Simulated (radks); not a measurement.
The tungsten ion W4+, configuration [Kr] 4d10 4f14 5s2 5p4 5d4 (not the ground configuration). Calculated with a radial shooting solver on a logarithmic mesh with Libxc functionals: Dirac Kohn-Sham, LDA (Slater exchange, Perdew-Wang correlation), spin-unpolarised, spherical densities, point nucleus; open shells fill j = l - 1/2 first.

X-ray form factor f0, the Fourier transform of the density (f0(0) = 70):

sin(theta)/lambda (1/angstrom),f0 (electrons)
0.05,69.404
0.1,67.712
0.15,65.172
0.2,62.097
0.25,58.779
0.3,55.439
0.4,49.171
0.5,43.701
0.6,38.987
0.8,31.338
1,25.586
1.25,20.621
1.5,17.503
2,13.862
